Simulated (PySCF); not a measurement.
CaF, charge +1. Atoms are numbered in the order given.

```xyz
2

Ca     0.0000     0.0000    -0.5852
F      0.0000     0.0000     1.3005
```
Charge +1, spin multiplicity 1.

Coordinates come from a B3LYP-D3(BJ)/def2-TZVPD optimisation. The spin state was assumed, not searched.

These are PBE/def2-TZVPD in PySCF values and carry that method's errors.

ESP charges are fitted to the potential on shells at 1.4 to 2.0 van der Waals radii. Atomic charges (e):

```json
[
 {"atom": "Ca1", "ESP fit": "1.53", "meta-Löwdin": "1.74"},
 {"atom": "F2", "ESP fit": "-0.53", "meta-Löwdin": "-0.74"}
]
```
